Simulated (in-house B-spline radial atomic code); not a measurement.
Results of a calculation; reference values are marked as such.
# Weak and strong correlation along the adiabatic connection

Two-electron singlets in several external potentials (atomic units), by full CI in B-splines with partial waves to l = 8 (correlation energies up to 0.6 % small). The repulsion is scaled by λ at fixed density; W(λ) is the mean repulsion less the Hartree energy, W(0) = E_x, and the area under W from 0 to 1 is E_xc.

One system gave this curve:

| λ | W (hartree) |
| --- | --- |
| 0 | -4.769 |
| 0.02 | -4.7709 |
| 0.05 | -4.7737 |
| 0.12 | -4.7802 |
| 0.25 | -4.7923 |
| 0.4 | -4.806 |
| 0.6 | -4.824 |
| 0.8 | -4.8417 |
| 1 | -4.859 |
| 1.4 | -4.8927 |
| 2 | -4.9411 |
| 3 | -5.0162 |
| 4.5 | -5.1176 |
| 7 | -5.2618 |
| 10 | -5.403 |

Problem. Which system is it?
A. −Z exp(−kr)/r, Z = 3.72, k = 1.31
B. −V exp(−r²/w²), V = 12.7, w = 1.97
C. −Z/r, Z = 1.18
D. −Z exp(−kr)/r, Z = 8.41, k = 2.15

Solution. D. The exchange energy sets the size: −Z exp(−kr)/r, Z = 8.41, k = 2.15: E_x = -4.77, E_c = -0.0457; −Z exp(−kr)/r, Z = 3.72, k = 1.31: E_x = -1.86, E_c = -0.0452; −V exp(−r²/w²), V = 12.7, w = 1.97: E_x = -1.14, E_c = -0.0432; −Z/r, Z = 1.18: E_x = -0.504, E_c = -0.0404 hartree.
